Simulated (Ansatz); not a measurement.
Computed with Ansatz.

A structure relaxed at PBE0-D4/def2-TZVP, charge 0, multiplicity 1:

```xyz
8

C     1.079   -0.375   -0.304
O     0.174    0.673    0.000
B    -1.106    0.558    0.323
Br   -2.085    2.163    0.688
Br   -2.024   -1.133    0.443
H     1.497   -0.182   -1.293
H     1.880   -0.358    0.435
H     0.584   -1.347   -0.293
```

Question: Give its formula and SMILES.

Answer: CH3BBr2O, `COB(Br)Br`.

Question: Point group (tolerance 0.08 Å, 0.16 Å for H)?

Answer: Cs.

Question: Summarise the bond lengths by kind.

Answer: 1 × C–O 1.418 Å; 3 × C–H 1.090 to 1.091 Å; 1 × B–O 1.326 Å; 2 × B–Br 1.915 to 1.928 Å.
